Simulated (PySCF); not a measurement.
# Hartree-Fock beside MP2: FH4Si2 anion

These are calculations, not measurements. The program is PySCF 2.14.0, an open-source quantum chemistry code, run on an isolated molecule that a program drew, which may never have been made. The molecule is FH4Si2 anion (charge -1, singlet), drawn as the SMILES string `F[SiH-][SiH3]`.

The geometry was optimised and harmonic frequencies were computed with HF and MP2, all in the aug-cc-pV(D+d)Z basis, for the commonest isotopes, with a restricted reference for singlets and an unrestricted one otherwise, and a frozen core in MP2. Each result is a local minimum of its method.

Geometry at the HF minimum:
```xyz
7
FH4Si2 anion, angstrom
F    -2.0469    1.5013    4.3690
Si   -0.5589    1.2222    3.5965
Si   -1.0026   -0.9754    2.6630
H    -0.8643    1.9249    2.2635
H    -0.9635   -2.0943    3.6693
H     0.0641   -1.3608    1.6704
H    -2.2915   -1.2311    1.9241
```

Lengths of the bonds as drawn, in Å (atoms numbered as above):
| bond | HF | MP2 |
|---|---|---|
| F1-Si2 | 1.700 | 1.740 |
| Si2-Si3 | 2.429 | 2.416 |
| Si2-H4 | 1.538 | 1.543 |
| Si3-H5 | 1.505 | 1.508 |
| Si3-H6 | 1.507 | 1.510 |
| Si3-H7 | 1.508 | 1.510 |

Rotational constants, in GHz:
```
constant     HF    MP2
       A  14.59  14.28
       B  3.399  3.382
       C  2.915  2.892
```

Harmonic frequencies in cm^-1, each column in rising order, so a row needn't be the same motion in every method:
```
rank,HF,MP2
1,132,138
2,163,146
3,360,350
4,411,376
5,520,476
6,688,636
7,742,693
8,842,787
9,978,906
10,1018,962
11,1039,988
12,1969,?
13,2137,2111
14,2146,2124
15,2174,2136
```

**Estimate the missing MP2 frequency from the HF column.**

A single factor s that minimises the squared misfit of MP2 against s times HF over the other rows is sum(HF x MP2) / sum(HF^2) = 0.9727, with an rms misfit of 28 cm^-1. For rank 12 it gives 0.9727 x 1969 = 1915 cm^-1. The calculation gives 1940 cm^-1, 25 cm^-1 above the estimate. The drawn bonds are on average 0.4 % longer in MP2 than in HF.
